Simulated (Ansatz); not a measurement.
C2H3AlTe, SMILES `[TeH][C]1=[CH][AlH]1`. The species carries charge 0 and has multiplicity 1. Te: def2 effective core potential.

Cartesian coordinates in Å:
```
Te 2.301 -0.474 -0.318
C 0.274 -0.116 0.001
C -0.629 -0.849 0.719
Al -1.432 0.641 -0.025
H 2.507 0.881 -1.249
H -0.486 -1.773 1.276
H -2.534 1.689 -0.403
```

Problem. What are the harmonic wavenumbers in cm⁻¹ at PBE0-D4/def2-TZVP (Ansatz, finite differences of forces, unscaled)? (Estimate.)

Solution. The calculation gave: 185, 195, 284, 289, 459, 472, 681, 755, 852, 864, 1090, 1422, 1999, 2152, 3144.

Problem. Is this a minimum?

Solution. Yes, all 15 modes are real.

Problem. Give the ideal-gas thermochemistry at 298.15 K and 1 bar (rigid rotor, harmonic oscillator; point group Cs, symmetry number 1).

Solution. Zero-point energy 88.8 kJ/mol; H(298) − E = 106.3 kJ/mol; entropy 328.7 J/(mol·K), of which translation 173.7, rotation 113.4, vibration 41.6; G(298) − E = 8.3 kJ/mol.

Problem. And at 400, 500, 600, 800 and 1000 K?

Solution. 
| T (K) | H − E (kJ/mol) | S (J/mol/K) | G − E (kJ/mol) |
| --- | --- | --- | --- |
| 400 | 115.9 | 356.2 | -26.6 |
| 500 | 126.4 | 379.6 | -63.4 |
| 600 | 137.7 | 400.2 | -102.4 |
| 800 | 162.2 | 435.4 | -186.1 |
| 1000 | 188.6 | 464.8 | -276.2 |
